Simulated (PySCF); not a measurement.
Si(Cl)(Me)(OH)(NH2) (CH₆ClNOSi), SMILES C[Si](N)(O)Cl.

Geometry optimised at PBE0-D3(BJ)/def2-SVP. The structure was generated by enumeration, and PubChem lists no compound with its InChIKey, so it may never have been made. One conformer was computed; it need not be the lowest.

Calculation: TDDFT-PBE/def2-SVPD (PySCF).

Vertical excitations. Gas-phase values at a fixed geometry.

Computed lowest excited states:
```json
[
 {"state": "S1", "energy (eV)": "5.89", "λ (nm)": "211", "f": "0.030", "main pairs": "HOMO→LUMO 99 %"},
 {"state": "S2", "energy (eV)": "6.72", "λ (nm)": "185", "f": "0.051", "main pairs": "HOMO−1→LUMO 95 %"},
 {"state": "S3", "energy (eV)": "6.82", "λ (nm)": "182", "f": "0.028", "main pairs": "HOMO−2→LUMO 94 %"},
 {"state": "S4", "energy (eV)": "6.86", "λ (nm)": "181", "f": "0.004", "main pairs": "HOMO→LUMO+1 97 %"},
 {"state": "S5", "energy (eV)": "7.15", "λ (nm)": "173", "f": "0.012", "main pairs": "HOMO−3→LUMO 82 %, HOMO→LUMO+2 16 %"},
 {"state": "S6", "energy (eV)": "7.21", "λ (nm)": "172", "f": "0.018", "main pairs": "HOMO→LUMO+2 66 %, HOMO→LUMO+3 16 %, HOMO−3→LUMO 16 %"},
 {"state": "S7", "energy (eV)": "7.49", "λ (nm)": "166", "f": "0.062", "main pairs": "HOMO→LUMO+3 75 %, HOMO→LUMO+2 16 %"},
 {"state": "S8", "energy (eV)": "7.67", "λ (nm)": "162", "f": "0.005", "main pairs": "HOMO−1→LUMO+1 96 %"},
 {"state": "S9", "energy (eV)": "7.81", "λ (nm)": "159", "f": "0.006", "main pairs": "HOMO−2→LUMO+1 93 %"},
 {"state": "S10", "energy (eV)": "7.84", "λ (nm)": "158", "f": "0.002", "main pairs": "HOMO→LUMO+4 99 %"},
 {"state": "T1", "energy (eV)": "5.71", "λ (nm)": "217", "f": "0", "main pairs": "HOMO→LUMO 99 %"},
 {"state": "T2", "energy (eV)": "6.58", "λ (nm)": "189", "f": "0", "main pairs": "HOMO−1→LUMO 94 %"},
 {"state": "T3", "energy (eV)": "6.67", "λ (nm)": "186", "f": "0", "main pairs": "HOMO→LUMO+1 96 %"},
 {"state": "T4", "energy (eV)": "6.69", "λ (nm)": "185", "f": "0", "main pairs": "HOMO−2→LUMO 92 %"}
]
```
Triplets are in the Tamm–Dancoff approximation, which puts them higher than full response would, so one can lie above its singlet here.
